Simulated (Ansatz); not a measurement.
# A ladder of methods for AlCl3 (aluminium trichloride (monomer))

AlCl3: 4 atoms, total charge 0, spin state singlet. SMILES: `Cl[Al](Cl)Cl`. Geometry: optimised at PBE0/def2-SVP.

```xyz
4

Cl   -1.1408   -0.1090    1.7349
Al    0.0000    0.0000    0.0000
Cl    1.7508   -1.1096   -0.1644
Cl   -0.6100    1.2186   -1.5705
```

Quantity: the dissociation energy of the Cl3–Al2 bond into doublet Cl and doublet AlCl2 (shapes relaxed at PBE0/def2-SVP, no zero-point term), in eV. The values are calculated.

```tsv
level	kind	program	value (eV)	CPU time (all runs)
SVWN5/def2-TZVP	LDA	Ansatz	5.46	2.1 s
PBE/def2-TZVP	GGA	Ansatz	4.88	3.2 s
r2SCAN/def2-TZVP	meta-GGA	Ansatz	4.98	7.5 s
B3LYP/def2-TZVP	global hybrid	Ansatz	4.78	4.7 s
CAM-B3LYP/def2-TZVP	range-separated hybrid	Ansatz	4.87	5.5 s
wB97M-V/def2-TZVP	range-separated hybrid	Ansatz	5.15	16 s
B2PLYP/def2-TZVP	double hybrid	Ansatz	4.91	7.6 s
RPA@PBE/def2-TZVP	RPA	Ansatz	4.51	5.6 s
MP2/def2-TZVP	perturbation theory	Ansatz	5.13	3.6 s
```

The values span 4.51 to 5.46 eV. Measured bond enthalpies also hold zero-point and thermal terms, a few tenths of an eV less. CPU times are rough (shared hosts, several kinds of processor): they show what a rung costs within a factor of a few.
